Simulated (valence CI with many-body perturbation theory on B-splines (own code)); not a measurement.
# Valence orbitals of Br XXIII

Level of theory: configuration interaction combined with many-body perturbation theory (CI+MBPT): three valence electrons over a frozen Dirac-Fock core [Ne], radial functions for each j: 11 s, 11 p, 10 d, 8 f, 5 g, 2 h, with the one-electron correlation potential Σ1 (screened to all orders), the two-electron term Σ2, the three-electron term Σ3, Breit, model QED; selected single and double excitations, second order for the rest, scaled by the run's own slope (own B-spline code, finite nucleus).

No measured levels were compared; by estimate levels of excited configurations hold to 0.05 to 0.15 % of their energy, terms of the ground configuration to about 0.5 %.

These are the spectroscopic orbitals of the CI (the correlating ones are not listed), shaped by the core and the other valence electrons. h is the expectation value of the core's Dirac-Fock operator, without the valence repulsion; Σ1 is computed up to l = 3 at one energy for each symmetry, that of its lowest orbital but kept below the first core excitation, so for empty shells it is not the orbital's own correlation shift; Breit and QED include the response of the core, and the two lowest orbitals of each symmetry also the frequency dependence of Breit exchange, which makes a step in that column.

```csv
Orbital,h (hartree),Σ1 (cm⁻¹),Breit (cm⁻¹),QED (cm⁻¹),⟨r⟩ (bohr)
3s1/2,-41.104,-5829,3024,2101,0.4689
4s1/2,-22.058,-1890,1156,821,0.8797
5s1/2,-13.74,-842,544,391,1.427
6s1/2,-9.3768,-455,301,218,2.103
7s1/2,-6.8054,-274,184,134,2.909
8s1/2,-5.1633,-178,121,87.9,3.845
3p1/2,-39.107,-7109,4932,-134,0.4538
4p1/2,-21.235,-2274,1887,-49.7,0.8796
5p1/2,-13.331,-1037,916,-23.9,1.437
6p1/2,-9.1443,-565,514,-13.3,2.124
7p1/2,-6.6608,-343,317,-8.2,2.941
8p1/2,-5.0675,-224,210,-5.4,3.887
3p3/2,-38.684,-6863,3067,56.0,0.4595
4p3/2,-21.066,-2218,1154,23.0,0.8872
5p3/2,-13.247,-1016,570,11.5,1.446
6p3/2,-9.0967,-555,319,6.6,2.135
7p3/2,-6.6312,-337,197,4.1,2.954
8p3/2,-5.0478,-221,130,2.7,3.902
3d3/2,-36.016,-8076,2000,-92.8,0.4083
4d3/2,-20.062,-2224,730,-33.2,0.8536
5d3/2,-12.758,-985,350,-16.0,1.427
6d3/2,-8.8214,-531,196,-8.9,2.130
7d3/2,-6.4608,-322,121,-5.5,2.963
3d5/2,-35.935,-7875,869,-40.4,0.4098
4d5/2,-20.026,-2165,315,-12.2,0.8555
5d5/2,-12.739,-958,152,-5.4,1.429
6d5/2,-8.8107,-517,85.3,-2.9,2.133
7d5/2,-6.454,-313,52.7,-1.7,2.966
4f5/2,-19.529,-1631,47.7,-7.8,0.7612
5f5/2,-12.49,-813,33.6,-4.5,1.344
6f5/2,-8.6686,-463,21.8,-2.7,2.057
7f5/2,-6.3654,-289,14.7,-1.8,2.899
4f7/2,-19.515,-1614,4.9,0.6,0.7620
5f7/2,-12.483,-804,3.5,-0.2,1.345
6f7/2,-8.6645,-458,2.2,-0.3,2.058
7f7/2,-6.3628,-285,1.5,-0.2,2.901
5g7/2,-12.437,,0.8,-1.4,1.190
6g7/2,-8.638,,0.8,-0.8,1.904
7g7/2,-6.346,,0.6,-0.5,2.750
5g9/2,-12.433,,-0.1,1.0,1.190
6g9/2,-8.6356,,-0.1,0.5,1.905
7g9/2,-6.3445,,-0.1,0.3,2.751
6h9/2,-8.6291,,,,1.694
6h11/2,-8.6276,,,,1.694
```

Among the shells of the start configuration 3s2 3p1, Σ1 is largest in size for 3p1/2, where it is 0.083 % of h.

Lowest root of each symmetry, sizes in configuration state functions:

```tsv
J	Parity	Roots	Reference	Variational	Second order	Change by selected CI (cm⁻¹)	Change by second order (cm⁻¹)
1/2	even	15	93	10582	18580	-1658	0
3/2	even	22	146	17262	34703	-1358	0
5/2	even	21	149	19788	38641	-1633	0
7/2	even	12	108	15899	50252	-3018	-1
9/2	even	8	68	13640	42527	-3740	-1
11/2	even	2	27	8387	38400	-10920	-6
1/2	odd	16	93	10838	20425	-2929	0
3/2	odd	25	149	17285	37009	-2891	0
5/2	odd	20	148	17161	41920	-2081	-1
7/2	odd	14	115	17637	56398	-2236	-1
9/2	odd	7	66	12937	41178	-2084	-1
11/2	odd	3	31	10517	34705	-3654	-1
```
